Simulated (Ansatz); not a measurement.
Consider the redistribution: `C[CH2][AlH][CH2]C` + `[Cl][Ge][Br]` → `C[CH2][AlH][Br]` + `C[CH2][Ge][Cl]`.

Program: Ansatz. Geometries: PBE0-D4/def2-TZVP. ΔE: electronic, gas phase. CCSD(T)/CBS is the MP2 limit (def2-TZVPP, def2-QZVPP) plus CCSD(T) − MP2 in def2-TZVPP, frozen cores. DFT in def2-TZVPP. For Br, Ge outer-core shells are correlated without core-valence functions, which leaves a few kJ/mol of doubt a bond. Scalar relativity is left out up to krypton. One conformer a species, not always the lowest.

`C[CH2][AlH][CH2]C`:

Z-matrix (Å, degrees):
```
C
C 1 1.527
H 1 1.093 2 111.7
H 1 1.093 2 111.8 3 -119.5
H 1 1.095 2 112.2 3 120.2
Al 2 1.963 1 119.5 3 60.1
H 2 1.099 1 110.2 3 -63.4
H 2 1.100 1 110.0 3 -177.0
C 6 1.964 2 126.2 1 4.7
H 6 1.598 2 116.9 1 -175.3
C 9 1.527 6 119.5 2 4.5
H 9 1.100 6 106.0 2 -120.4
H 9 1.099 6 106.3 2 129.8
H 11 1.093 9 111.7 6 60.1
H 11 1.095 9 112.2 6 -179.7
H 11 1.093 9 111.8 6 -59.4
```

`[Cl][Ge][Br]`:

Z-matrix (Å, degrees):
```
Ge
Cl 1 2.181
Br 1 2.342 2 100.5
```

`C[CH2][AlH][Br]`:

Z-matrix (Å, degrees):
```
C
C 1 1.527
H 1 1.092 2 111.6
H 1 1.094 2 111.8 3 120.4
H 1 1.093 2 111.6 3 -119.2
Al 2 1.948 1 117.3 3 59.3
H 2 1.099 1 110.6 3 -178.1
H 2 1.099 1 110.6 3 -63.1
Br 6 2.267 2 119.0 1 -1.0
H 6 1.581 2 124.6 1 179.0
```

`C[CH2][Ge][Cl]`:

Cartesian coordinates in Å:
```
C -0.048 0.718 -0.611
C -0.332 0.041 0.716
Ge 0.362 -1.784 1.121
Cl 1.324 -2.244 -0.799
H -0.425 0.128 -1.448
H -0.511 1.708 -0.662
H 1.025 0.843 -0.772
H 0.021 0.647 1.563
H -1.415 -0.058 0.893
```

```
             level  ΔE (eV)
         revPBE-D4    -0.26
         r2SCAN-D4    -0.35
          PBE-QIDH    -0.46
SCS-MP2/def2-TZVPP    -0.48
```

Problem. What does CCSD(T)/CBS give? (Estimate.)

Solution. Computed: -0.47 eV. The listed levels differ from it by 0.21, 0.12, 0.01, -0.01 eV.

Largest T1 diagnostic among the species: 0.012.

From r2SCAN to r2SCAN0 (25 % exact exchange), in def2-TZVPP and without D4, ΔE moves by −0.05 eV. Leaving LDA and LC-ωPBE aside and taking each functional with its dispersion term where it has one, the values, not all of them listed here, spread over 0.24 eV, from PBE-QIDH to BLYP-D4. LDA lies −0.06 eV from PBE without D4.
